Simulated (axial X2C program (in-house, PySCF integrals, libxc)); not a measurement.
**Correcting the dissociation energy of NaIn⁺ for spin–orbit coupling**

A spin-free CCSD(T) curve (one-electron X2C) was computed with an in-house relativistic program for diatomic molecules, basis In dyall-cv3z [11s12p9d4f1g], Na dyall-cv3z [9s8p5d2f] (cores contracted in-house), for the state M_S = 1/2, Λ = 0 (beyond evenly filled blocks: σα). It gives D0 = 0.910 eV to In + Na+, which in a spin-free picture are the weighted means of the ground terms.

Correlated methods: 3 electrons correlated (number of frozen shells: In 4 s, 3 p, 2 d; Na 2 s, 1 p), 283 virtual spin orbitals or spinors in MP2, 47 natural virtuals in coupled cluster.

Measured levels of the ground terms (NIST Handbook of Basic Atomic Spectroscopic Data), in cm⁻¹: In 2P: J = 1/2 at 0, J = 3/2 at 2212.6; Na+ 1S: J = 0 at 0.

The molecular state has Λ = 0, so it has no first-order lowering.

Problem. How far does each ground level lie under the (2J+1)-weighted mean of its term?

Solution. In: (2 × 0 + 4 × 2212.6)/6 = 1475 cm⁻¹; Na+: a single level, 0.

Problem. Correct D0.

Solution. D0 = 0.910 + (0 − 1475)/8065.5 = 0.727 eV at CCSD(T) with these spin–orbit terms.

Second-order spin–orbit effects in the molecule, which grow quickly with Z, are left out. One determinant describes the state; a PBE0 search over occupations chose it and may have missed a lower one. Dissociation energies refer to the lowest single-determinant-based atoms at the same level and basis. Coupled cluster ran in a truncated set of natural virtual spinors; the MP2 energy of the rest was added. (T) has no such correction and the atoms are truncated less, which lowers De at CCSD(T) by a hundredth of an eV or more. With the outer-core shells frozen, correlated bond lengths of heavy atoms tend to come out a few hundredths of an ångström too long.
